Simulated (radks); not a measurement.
Results of a calculation; reference values are marked as such.
Pb3+, 79 electrons, occupied as [Xe] 4f14 5d10 6s1 (the NIST ground configuration). Code: a radial shooting solver on a logarithmic mesh with Libxc functionals. Model: scalar-relativistic Kohn-Sham, exchange-only B88, spin-unpolarised, spherical densities, finite nucleus; Fermi nuclear charge, rms radius 5.5012 fm. Some entries of the table are withheld. Estimate them.

orbital  occ.  eigenvalue (hartree)  r(max) (bohr)
1s          2             -3237.982            (1)
2s          2             -580.0368            (2)
2p          6             -497.9176        0.04760
3s          2                   (3)         0.1612
3p          6             -116.4403         0.1613
3d         10             -92.34582         0.1314
4s          2             -32.46300         0.3623
4p          6             -24.73810         0.3823
4d         10                   (4)         0.3883
5s          2              -6.29774         0.7887
4f         14              -5.88761         0.3497
5p          6              -4.15613            (5)
5d         10              -1.76767          1.070
6s          1              -1.34407            (6)
6p          0              -0.93150          2.313
6d          0              -0.51970          3.440

Answer. 
(1) 1s r(max) (bohr): 0.009847
(2) 2s r(max) (bohr): 0.05716
(3) 3s eigenvalue (hartree): -140.0000
(4) 4d eigenvalue (hartree): -15.77924
(5) 5p r(max) (bohr): 0.8815
(6) 6s r(max) (bohr): 1.887
